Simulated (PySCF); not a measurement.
Core binding energy against partial charge

Compound: C4H5Br.
Z-matrix (Å and degrees, PBE0-D3(BJ)/def2-SVP geometry), rows numbered from 1:
```
Br
C   1  1.8764
C   2  1.4871  1  129.98
C   2  1.4639  1  133.54  3   -85.77
C   2  1.4875  1  129.97  3  -171.48
H   3  1.1006  2  119.64  4  -109.18
H   3  1.0952  2  116.08  4   106.28
H   4  1.0886  2  132.11  3  -119.20
H   5  1.0952  2  116.03  4  -106.30
H   5  1.1006  2  119.66  4   109.22
```

Binding energies: PySCF, delta-SCF UKS SCAN, pcX-2 on the ionised atom, pcseg-1 elsewhere, spin-free X2C. Charges: PBE0/pcSseg-1 ground-state density, for the ionised atom.

```json
{"atom": "C4", "environment": "sp3 carbon at a ring junction", "C 1s (eV)": "291.04", "Mulliken (e)": "-0.154", "IAO (e)": "-0.145", "Hirshfeld (e)": "-0.056", "ESP (e)": "-0.111"}
{"atom": "C3", "environment": "three-membered-ring carbon", "C 1s (eV)": "291.27", "Mulliken (e)": "-0.077", "IAO (e)": "-0.258", "Hirshfeld (e)": "-0.075", "ESP (e)": "-0.362"}
{"atom": "C2", "environment": "sp3 C–Br carbon", "C 1s (eV)": "291.85", "Mulliken (e)": "-0.240", "IAO (e)": "-0.083", "Hirshfeld (e)": "-0.019", "ESP (e)": "+0.016"}
```

Question: How well does each charge scheme correlate with the binding energies over these sites?

Answer: Hirshfeld: r = 0.82, slope 12.0 eV per e; IAO: r = 0.56, slope 2.6 eV per e; ESP: r = 0.55, slope 1.2 eV per e; Mulliken: r = -0.72, slope -3.7 eV per e. Hirshfeld charges have the highest r, on only 3 points.

Question: The point-charge model writes a binding energy as kq + V + constant, with V the potential of the other atoms' charges at the site. What does it give with the ESP charges?

Answer: V = Σ 14.40 eV Å × q/r over all other atoms: -0.21 eV at C4, +3.94 eV at C3, -2.88 eV at C2. Fitting binding energy − V to q gives k = 19.0 eV per e and leaves an rms residual of 0.46 eV, against 0.29 eV for the fit on q alone. The model has no term for differences in relaxation between sites.

Geometry: PBE0-D3(BJ)/def2-SVP; no solvent, vibrations or thermal averaging.
